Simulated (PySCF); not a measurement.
**Beryllium: a sound run and one with changed settings**

Sound run: Be²⁺ 1s2, Be³⁺ 1s1. Calculation: PySCF 2.14, in cc-pVTZ; no relativity, point nucleus. The sound run starts from symmetry-adapted Hartree-Fock orbitals and uses a fine grid where one is needed.

Changed run: radial step 0.5 in ln r (0.13 in the sound run). This setting is unsound on purpose.

```csv
species,method,sound run (hartree),changed run (hartree),converged
Be²⁺,UHF,-13.61116,-13.61116,yes
Be²⁺,M06-L,-13.68593,-13.68315,yes
Be²⁺,M06-2X,-13.65821,-13.65214,yes
Be³⁺,UHF,-7.97931,-7.97931,yes
Be³⁺,M06-L,-7.99330,-7.98406,yes
Be³⁺,M06-2X,-7.97284,-7.96438,yes
```

Ionisation energy of Be²⁺:

```
method  sound run (eV)  changed run (eV)
   UHF          153.25            153.25
 M06-L          154.90            155.08
M06-2X          154.71            154.77
```

A coarse radial grid mis-integrates the density and the exchange-correlation energy, with errors of either sign; Hartree-Fock needs no grid.

For comparison, NIST gives 153.90 eV between the lowest levels.
